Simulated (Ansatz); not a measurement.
Consider the substitution at a C–O bond: `[NH2][Zn][O]CF` + H₂S → `FCS` + `[NH2][Zn][OH]`.

Computed with Ansatz on PBE0-D4/def2-TZVP structures; ΔE is electronic, products minus reactants. CCSD(T)/CBS adds triple-zeta CCSD(T) − MP2 to the extrapolated MP2 energy (def2 sets, frozen cores). This one scheme is used for every species. Functionals use def2-TZVPP. For Zn outer-core shells are correlated without core-valence functions, which leaves a few kJ/mol of doubt a bond. Scalar relativity is left out up to krypton. One conformer a species, not always the lowest.

`[NH2][Zn][O]CF`:

Cartesian coordinates in Å:
```
N -1.834 -0.784 1.498
Zn -0.784 -0.277 0.111
O 0.034 0.317 -1.388
C 1.288 0.734 -1.153
F 1.560 0.625 0.245
H -2.409 -1.601 1.341
H -1.343 -0.918 2.373
H 2.050 0.109 -1.637
H 1.438 1.795 -1.390
```

H₂S:

```xyz
3

S     0.060   -0.616   -0.034
H    -0.296    0.333   -0.912
H     0.236    0.282    0.947
```

`FCS`:

Z-matrix (Å, degrees):
```
C
S 1 1.789
F 1 1.375 2 113.1
H 1 1.090 2 110.8 3 121.5
H 1 1.092 2 106.3 3 -118.9
H 2 1.342 1 96.6 3 -76.4
```

`[NH2][Zn][OH]`:

```xyz
6

N     0.079   -1.435   -0.102
Zn    0.031    0.340    0.250
O     0.041    2.014    0.827
H     0.794   -1.741   -0.747
H    -0.795   -1.854   -0.390
H    -0.151    2.676    0.161
```

```tsv
level	ΔE (kJ/mol)
PBE-D4	5.4
B97M-V	16.6
BHLYP-D4	22.0
ωB97X-V	17.8
r2SCAN	14.1
BHLYP	21.0
SCS-MP2/def2-TZVPP	14.1
MP2/def2-QZVPP	5.5
```

Question: What does CCSD(T)/CBS give? (An estimate is asked.)

Answer: Computed: +11.7 kJ/mol. The listed levels differ from it by -6.3, 4.9, 10.3, 6.1, 2.4, 9.3, 2.4, -6.2 kJ/mol.

Largest T1 diagnostic among the species: 0.017.

In def2-TZVPP, CCSD(T) changes the Hartree–Fock value by −15.6 kJ/mol (the triples alone add −1.7 kJ/mol) and MP2 by −24.5 kJ/mol. From PBE to PBE0 (25 % exact exchange), in def2-TZVPP and without D4, ΔE moves by +6.5 kJ/mol. At CCSD(T), def2-SVP lies +46.0 kJ/mol from the extrapolated value and def2-TZVPP +7.2 kJ/mol.
